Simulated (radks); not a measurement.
The numbers below are computed, except where a source is named.
Species: Os3+. Configuration: [Xe] 4f14 5d5 (the NIST ground configuration). Level of theory: Dirac Kohn-Sham, PBE, spin-unpolarised, spherical densities, finite nucleus; open shells fill j = l - 1/2 first; Fermi nuclear charge, rms radius 5.4126 fm (a radial shooting solver on a logarithmic mesh with Libxc functionals).

Unscreened Slater integrals over Kohn-Sham orbitals (hartree). Large and small components are both included.

| integral | value |
|---|---|
| F0(5d5/2,5d5/2) | 0.55325 |
| F2(5d5/2,5d5/2) | 0.28904 |
| F4(5d5/2,5d5/2) | 0.19154 |
| F0(5d5/2,5d3/2) | 0.56097 |
| F2(5d5/2,5d3/2) | 0.29286 |
| G2(5d5/2,5d3/2) | 0.29255 |
| G4(5d5/2,5d3/2) | 0.19392 |
| F0(5d5/2,5p3/2) | 0.62947 |
| F2(5d5/2,5p3/2) | 0.31216 |
| G1(5d5/2,5p3/2) | 0.37581 |
| G3(5d5/2,5p3/2) | 0.23245 |
| F0(5d5/2,4f7/2) | 0.71362 |
| F2(5d5/2,4f7/2) | 0.16550 |
| F4(5d5/2,4f7/2) | 0.077246 |
| G1(5d5/2,4f7/2) | 0.058063 |
| G3(5d5/2,4f7/2) | 0.052840 |
| G5(5d5/2,4f7/2) | 0.041771 |
| F0(5d3/2,5d3/2) | 0.56907 |
| F2(5d3/2,5d3/2) | 0.29725 |
| F0(5d3/2,5p3/2) | 0.64158 |
| F2(5d3/2,5p3/2) | 0.32230 |
| G1(5d3/2,5p3/2) | 0.39409 |
| G3(5d3/2,5p3/2) | 0.24373 |
| F0(5d3/2,4f7/2) | 0.73215 |
| F2(5d3/2,4f7/2) | 0.17499 |
| G3(5d3/2,4f7/2) | 0.057144 |
| G5(5d3/2,4f7/2) | 0.045025 |
| F0(5p3/2,5p3/2) | 0.75611 |
| F2(5p3/2,5p3/2) | 0.40805 |
| F0(5p3/2,4f7/2) | 0.93044 |
| F2(5p3/2,4f7/2) | 0.28852 |
| G2(5p3/2,4f7/2) | 0.11624 |
| G4(5p3/2,4f7/2) | 0.096338 |
| F0(4f7/2,4f7/2) | 1.6403 |
| F2(4f7/2,4f7/2) | 0.80247 |
| F4(4f7/2,4f7/2) | 0.50831 |
| F6(4f7/2,4f7/2) | 0.36710 |
